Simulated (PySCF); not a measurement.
C3H3ClF4, SMILES F[C@H](CCl)C(F)(F)F.

Geometry: r2SCAN-D4/def2-SVP. The structure was generated by enumeration; whether it is a known compound was not checked. Other conformers were not sampled.

All values below come from TDA-CAM-B3LYP/def2-SVPD (PySCF).

Vertical excitations. The molecule is in vacuum.

```csv
state,energy (eV),λ (nm),f,main pairs
S1,7.36,168,0.002,"HOMO→LUMO+1 69 %, HOMO→LUMO 13 %"
S2,7.45,167,0.004,"HOMO−1→LUMO+1 69 %, HOMO−1→LUMO 13 %"
S3,8.37,148,0.010,"HOMO→LUMO 67 %, HOMO→LUMO+1 13 %"
S4,8.47,146,0.040,"HOMO−1→LUMO 67 %, HOMO−1→LUMO+1 14 %"
S5,9.47,131,0.040,"HOMO→LUMO+2 46 %, HOMO→LUMO+5 37 %"
S6,9.49,131,0.023,"HOMO→LUMO+3 46 %, HOMO−1→LUMO+3 18 %, HOMO−1→LUMO+5 11 %"
T1,6.56,189,0,"HOMO→LUMO+1 67 %, HOMO→LUMO 14 %"
T2,6.64,187,0,"HOMO−1→LUMO+1 68 %, HOMO−1→LUMO 13 %"
```
Triplets are in the Tamm–Dancoff approximation.
